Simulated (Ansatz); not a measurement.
C₂H₆BFO₂, SMILES OB([C@H](F)C)O.

Geometry: B3LYP-D3(BJ)/def2-SVP. The structure was generated by enumeration; whether it is a known compound was not checked. One conformer was computed; it need not be the lowest.

Two levels are set side by side: PBE/def2-SVPD (Ansatz, a quantum-chemistry and plane-wave program) and ωB97X-V/def2-SVPD (Ansatz). Energy differences of separate SCF runs at the same geometry; the states with an electron removed or added have multiplicity 2 and 2. Differences are taken from unrounded values.

```json
[
 {"quantity": "vertical ionisation energy (eV)", "ωB97X-V": "11.22"},
 {"quantity": "vertical singlet–triplet gap (eV)", "ωB97X-V": "7.82"}
]
```

### Question
What does PBE give, and how far is it from ωB97X-V? (Estimate from the structure and the level; the computed values follow.)

### Answer

```
quantity                             PBE  PBE minus ωB97X-V
---------------------------------  -----  -----------------
vertical ionisation energy (eV)    10.35              -0.87
vertical singlet–triplet gap (eV)   6.54              -1.28
```
